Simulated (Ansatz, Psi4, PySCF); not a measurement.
CH5AlO2 (SMILES [CH3][Al]([OH])[OH]), singlet, geometry from GFN2-xTB (such geometries of metal compounds can be far from the true shape). Base run: HF/STO-3G (PySCF).

Input for PySCF:
```python
from pyscf import gto, scf

mol = gto.M(
    atom='''
Al    0.07749548    0.07275953    0.00557869
C    -1.42912426   -1.22415675   -0.13625489
H    -1.10357429   -2.14553357   -0.61524509
H    -2.25578416   -0.81633085   -0.71240214
H    -1.80016565   -1.49817487    0.84929070
O    -0.03916589    1.51144195   -0.78735585
H    -0.09952938    2.33824639   -1.24017123
O     1.37525186   -0.37239246    0.91660087
H     2.13766999   -0.59153638    1.42957391
''',
    basis='sto-3g',
    verbose=4,
)

mf = scf.RHF(mol)
mf.kernel()
```

The same geometry, method and basis name were run in Ansatz (a first-principles code) and Psi4 and PySCF, at each program's defaults and at the settings that a row names. The base is PySCF at its defaults. Differences at the defaults can come from grids, fitting, cores and function types together.

| code and settings | ΔE vs base (mEh) | basis functions | E (Eh) | SCF cycles | dipole (D) |
|---|---|---|---|---|---|
| PySCF, defaults (exact integrals, spherical functions) | 0.000 | 29 | -427.03885 | 8 | 1.10 |
| Psi4, defaults (density fitting with its default set, spherical functions) | -0.500 | 29 | -427.03935 | 7 | 1.10 |
| Ansatz, defaults (factorised integrals, spherical functions) | 0.009 | 29 | -427.03885 | - | - |
| PySCF, density fitting with def2-universal-jkfit | -0.500 | 29 | -427.03935 | 8 | 1.10 |
| Psi4, exact integrals, spherical functions | 0.000 | 29 | -427.03885 | 10 | 1.10 |
| Ansatz, high accuracy | 0.000 | 29 | -427.03885 | - | - |
